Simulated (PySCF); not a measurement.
An excited-state job on `C=C[SiH2]O[SiH2][SiH2]Br`.

Computed with TDDFT CAM-B3LYP/def2-SVPD, vertical, gas phase, core orbitals frozen in the response (PySCF 2.14.0, density-fitted response routines). Geometry: GFN2-xTB. A driver script takes a list of jobs; this job's settings line and coordinates (Å) are shown.

Command:
```bash
OMP_NUM_THREADS=1 python probes_run.py task.json out
```

Input:
```
{"job": {"kind": "uv", "xc": "CAM-B3LYP", "basis": "def2-SVPD", "nstates": 8, "ntriplets": 3}, "charge": 0, "multiplicity": 1}
C     -2.151252     1.148078     1.015849
C     -2.426408     0.518954    -0.116245
Si    -1.358852    -0.806746    -0.916095
O     -0.056481    -1.096993     0.006635
Si     1.227073    -1.034214     0.988397
Si     2.646546     0.459380    -0.027267
Br     4.417708     0.803811     1.291106
H     -1.254257     0.931114     1.574839
H     -2.798566     1.900128     1.441546
H     -3.343266     0.773735    -0.634747
H     -0.824641    -0.343229    -2.200760
H     -2.048478    -2.090752    -1.007134
H      1.740137    -2.404651     1.051520
H      0.764218    -0.618510     2.316723
H      2.171921     1.828108    -0.250997
H      3.287000     0.040731    -1.277297
```

Output:
```
coarse grid: 64360 points
cycle   1  E = -3598.8219016265  dE = -4.621e-01  |g| = 7.855e-01  |ddm| = 5.759e+00
cycle   2  E = -3598.7305568274  dE =  9.134e-02  |g| = 1.072e+00  |ddm| = 2.017e+00
cycle   3  E = -3598.9483640929  dE = -2.178e-01  |g| = 8.846e-02  |ddm| = 1.044e+00
cycle   4  E = -3598.9500358392  dE = -1.672e-03  |g| = 3.438e-02  |ddm| = 2.166e-01
cycle   5  E = -3598.9503822790  dE = -3.464e-04  |g| = 8.679e-03  |ddm| = 6.891e-02
cycle   6  E = -3598.9503938953  dE = -1.162e-05  |g| = 1.820e-03  |ddm| = 1.553e-02
cycle   7  E = -3598.9503946803  dE = -7.850e-07  |g| = 8.959e-04  |ddm| = 4.066e-03
final grid: 130824 points
cycle   8  E = -3598.9504034139  dE =  1.794e-08  |g| = 1.087e-03  |ddm| = 7.586e-03
cycle   9  E = -3598.9504032243  dE =  1.896e-07  |g| = 1.402e-03  |ddm| = 3.294e-03
cycle  10  E = -3598.9504037128  dE = -4.885e-07  |g| = 3.904e-05  |ddm| = 1.770e-03
cycle  11  E = -3598.9504037132  dE = -3.920e-10  |g| = 1.546e-05  |ddm| = 7.725e-05
converged SCF energy = -3598.9504037132

Static polarisability (au): isotropic 125.750, principal 110.118 120.241 146.890

Singlet excitations
state   eV       nm        f      main configurations
  1   5.6617    219.0   0.00958   H->L 0.93
  2   6.1771    200.7   0.00631   H-1->L 0.86
  3   6.6797    185.6   0.00149   H-3->L+1 0.77, H-5->L+1 0.13
  4   6.7751    183.0   0.01852   H->L+2 0.32, H-4->L 0.28, H-2->L 0.22
  5   6.8339    181.4   0.00727   H-3->L 0.55, H->L+2 0.24
  6   6.8880    180.0   0.01119   H->L+2 0.31, H-3->L 0.21, H-4->L 0.13
  7   7.0474    175.9   0.04114   H-2->L 0.36, H-4->L 0.22, H->L+4 0.10
  8   7.2082    172.0   0.03205   H->L+3 0.40, H->L+1 0.22, H-4->L 0.14

Triplet excitations (Tamm-Dancoff, eV): 4.3429 5.1453 5.8645
```

The SCF starts on a coarse grid where the log names one; the energy can jump when the final grid takes over, and dE then counts from the start density on the new grid. H and L stand for HOMO and LUMO; the number after each pair is its weight.

**Question.** Which computed singlet has the largest oscillator strength, and what do all of them sum to?

**Answer.** State 7 at 7.05 eV (176 nm), f = 0.041; the 8 states sum to 0.128.

**Question.** Give the mean polarisability as a volume in Å³, and the ratio of the largest to the smallest principal value.

**Answer.** 125.750 au × 0.148185 = 18.63 Å³; 146.890/110.118 = 1.33.

In short: HOMO -9.06 eV, LUMO -0.15 eV; lowest singlet 5.66 eV; lowest triplet 4.34 eV (Tamm–Dancoff); mean polarisability 125.7 au.

 Relativistic effects, spin–orbit coupling among them, are left out although an element past zinc is present.

Hardware: Arm Neoverse N1, one thread, shared host with 64 logical CPUs at a one-minute load of 58. Cost: 2.5 min of wall time, 1.2 GiB resident at most.

One conformer stands for the species.
Labels such as C1 count atoms from 1, the log's own numbers from 0.
